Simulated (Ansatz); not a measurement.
Two structures of SiNH$_{7}$SO, singlet, reached by relaxing down either side of one saddle point (PBE0-D4/def2-TZVP). Energies are electronic, without zero-point energy. Program: Ansatz 0.2.0. Basis: def2-TZVPP and def2-QZVPP. Cores are frozen in the correlated methods. Extrapolation: Hartree–Fock as exp(−7.88 √X), correlation as X^−2.97. First:

```
atom    x (Å)    y (Å)    z (Å)
 Si1  -0.7548  -0.1853   0.0787
  S2   0.5014  -1.6576   1.0330
  H3  -1.0836  -0.4791  -1.3405
  H4  -2.0507  -0.5053   0.7857
  O5  -0.6116   1.4313   0.4695
  H6   1.6421  -0.3605  -1.4334
  N7   1.2232   0.3680  -0.8678
  H8  -0.4566  -2.1499   1.8312
  H9  -1.3157   1.7083   1.0592
 H10   1.8881   0.6620  -0.1614
 H11   1.0182   1.1680  -1.4545
```

Second:

Si1  (-0.793, 0.699, -0.056)
S2  (1.159, -3.039, 0.023)
H3  (-1.521, -0.028, -1.126)
H4  (-1.055, 0.088, 1.273)
O5  (-1.235, 2.287, -0.040)
H6  (1.119, -1.700, -0.165)
N7  (0.883, 0.531, -0.373)
H8  (0.826, -2.924, 1.317)
H9  (-2.153, 2.501, 0.135)
H10  (1.546, 0.856, 0.315)
H11  (1.223, 0.728, -1.302)
(Å)

Q: Which bonds change from the first to the second?

A: SiH₄SO ([OH][SiH2][SH]) + NH₃ → SiNH₅O ([NH2][SiH2][OH]) + H₂S; bonds formed: Si1–N7, S2–H6; bonds broken: Si1–S2, H6–N7.

Q: Give the saddle point's structure and its height above each. (An estimate is asked for; the value comes from the calculation.)

A: The calculation gives: 1.017 eV above the first and 0.906 eV above the second (CCSD(T) at an estimated basis limit (MP2 extrapolated from triple and quadruple zeta, plus CCSD(T) − MP2 in triple zeta)).
Si1  (-0.751, 0.274, 0.016)
S2  (0.377, -2.426, -0.039)
H3  (-1.477, -0.371, -1.091)
H4  (-0.998, -0.159, 1.401)
O5  (-1.019, 1.913, -0.070)
H6  (1.155, -0.847, -0.311)
N7  (1.040, 0.325, -0.346)
H8  (0.740, -2.474, 1.253)
H9  (-1.914, 2.228, 0.062)
H10  (1.585, 0.796, 0.370)
H11  (1.262, 0.741, -1.245)
(Å)

No T1 diagnostic of these runs exceeds 0.011.

Labels in which every atom is bracketed show which atoms are joined, not bond orders.

For scale, one of the runs: CCSD(T)/def2-TZVPP, 244 basis functions, launched by `ansatz run in.yaml --threads 4 --pin off --events-out ev --progress --plain --max-ram 9574MiB`. Time: 97 s of wall clock on 4 CPU threads of an Arm Neoverse V1; the host was shared. Peak host memory: 4.7 GiB.
